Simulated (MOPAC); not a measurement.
Job for MOPAC: PM6 on H2OSi (SMILES O[SiH]), a point of a bond scan (R = 2.705 Å).

```
PM6 1SCF PRECISE CHARGE=0 THREADS=1
H2OSi

Si    -0.37783358 1    -0.33484004 1     0.39441778 1
H     -2.40636677 1    -0.04363444 1    -1.37056337 1
O      0.78278099 1     0.49643126 1    -0.45047039 1
H      0.56441750 1     0.88474728 1    -1.30394290 1
```

Output:

```
*******************************************************************************
 **                                                                           **
 **                              MOPAC v23.2.5                                **
 **                                                                           **
 *******************************************************************************
 ** MOPAC's Digital Object Identifier: https://doi.org/10.5281/zenodo.6511958 **
 **                                                                           **
 ** Please cite the open-source release paper for use of this MOPAC version:  **
 ** J. E. Moussa and J. J. P. Stewart (2026)                                  **
 ** MOPAC: An open-source semiempirical molecular orbital program             **
 ** J. Open Source Softw., 11(119), 8025, https://doi.org/10.21105/joss.08025 **
 *******************************************************************************

                              PM6 CALCULATION RESULTS

 *******************************************************************************
 *  PM6        - The PM6 Hamiltonian to be used
 *
 *
 *
 *                 CHARGE ON SYSTEM = 0
 *
 *
 *
 *  PRECISE    - TIGHTER CRITERIA TO BE USED
 *  1SCF       - DO 1 SCF AND THEN STOP
 *  THREADS=1  - MULTI-THREADING NOT USED
 *  T=         - A TIME OF 172800.0 SECONDS REQUESTED
 *  DUMP=N     - RESTART FILE WRITTEN EVERY 7200.0 SECONDS REQUESTED
 *******************************************************************************
PM6 1SCF PRECISE CHARGE=0 THREADS=1
 H2OSi

   ATOM   CHEMICAL          X               Y               Z
  NUMBER   SYMBOL      (ANGSTROMS)     (ANGSTROMS)     (ANGSTROMS)

     1      Si         -0.37783358  *  -0.33484004  *   0.39441778  *
     2       H         -2.40636677  *  -0.04363444  *  -1.37056337  *
     3       O          0.78278099  *   0.49643126  *  -0.45047039  *
     4       H          0.56441750  *   0.88474728  *  -1.30394290  *



          CARTESIAN COORDINATES

    NO.       ATOM           X           Y           Z

     1        Si         -0.3778     -0.3348      0.3944
     2         H         -2.4064     -0.0436     -1.3706
     3         O          0.7828      0.4964     -0.4505
     4         H          0.5644      0.8847     -1.3039

 General Reference for PM6:
 "Optimization of Parameters for Semiempirical Methods V: Modification of NDDO Approximations
 and Application to 70 Elements", J. J. P. Stewart, J. Mol. Mod., 13, 1173-1213 (2007)
 URL: https://link.springer.com/article/10.1007/s00894-007-0233-4

           Empirical Formula: H2 O Si  =     4 atoms



      MOLECULAR POINT GROUP   :   Cs


      RHF CALCULATION, NO. OF DOUBLY OCCUPIED LEVELS = 6


 -------------------------------------------------------------------------------
 PM6 1SCF PRECISE CHARGE=0 THREADS=1
 H2OSi



     1SCF WAS SPECIFIED, SO BFGS WAS NOT USED
     SCF FIELD WAS ACHIEVED


                              PM6 CALCULATION
                                                       MOPAC v23.2.5 Linux




          FINAL HEAT OF FORMATION =         74.76890 KCAL/MOL =     312.83309 KJ/MOL


          COSMO AREA              =         92.99 SQUARE ANGSTROMS
          COSMO VOLUME            =         77.94 CUBIC ANGSTROMS

          IONIZATION POTENTIAL    =          7.127324 EV
          HOMO LUMO ENERGIES (EV) =         -7.127 -1.316
          NO. OF FILLED LEVELS    =          6
          MOLECULAR WEIGHT        =         46.1007         POINT GROUP:  Cs

          MOLECULAR DIMENSIONS (Angstroms)

            Atom       Atom       Distance
            O     3    H     2     3.36287
            H     4   Si     1     2.20666
            O     3    H     4     0.00000


          SCF CALCULATIONS        =          1





   ATOM   CHEMICAL          X               Y               Z
  NUMBER   SYMBOL      (ANGSTROMS)     (ANGSTROMS)     (ANGSTROMS)

     1      Si         -0.37783358  *  -0.33484004  *   0.39441778  *
     2       H         -2.40636677  *  -0.04363444  *  -1.37056337  *
     3       O          0.78278099  *   0.49643126  *  -0.45047039  *
     4       H          0.56441750  *   0.88474728  *  -1.30394290  *

                             CARTESIAN COORDINATES

   1   Si       -0.377833580    -0.334840040     0.394417780
   2    H       -2.406366770    -0.043634440    -1.370563370
   3    O        0.782780990     0.496431260    -0.450470390
   4    H        0.564417500     0.884747280    -1.303942900


           Empirical Formula: H2 O Si  =     4 atoms



      MOLECULAR POINT GROUP   :   Cs


                  EIGENVALUES
 -29.74128 -18.78010 -14.49780 -13.33277 -10.49116  -7.12732  -1.31609  -0.64467
  -0.20831   1.74738   1.82243   2.27610   2.54657   4.18051   5.65616


              NET ATOMIC CHARGES AND DIPOLE CONTRIBUTIONS

  ATOM NO.   TYPE          CHARGE      No. of ELECS.   s-Pop       p-Pop       d-Pop
    1         Si           0.269279        3.7307     1.91560     1.44183     0.37328
    2          H          -0.047463        1.0475     1.04746
    3          O          -0.563939        6.5639     1.66646     4.89748
    4          H           0.342123        0.6579     0.65788
 DIPOLE           X         Y         Z       TOTAL
 POINT-CHG.    -1.133    -0.314    -0.100     1.180
 HYBRID        -0.016     0.309    -0.584     0.661
 SUM           -1.149    -0.005    -0.684     1.337


          ATOMIC ORBITAL ELECTRON POPULATIONS

     Atom    s        px        py        pz      x^2-y^2     xz        z^2       yz        xy
    1 Si   1.91560   0.52301   0.23692   0.68191   0.07983   0.11291   0.04156   0.05727   0.08171
    2  H   1.04746
    3  O   1.66646   1.76755   1.67831   1.45162
    4  H   0.65788

 **********************
 *                    *
 * JOB ENDED NORMALLY *
 *                    *
 **********************




 == MOPAC DONE ==
```

The run finished.

Cost: very roughly 0.04 core-seconds.
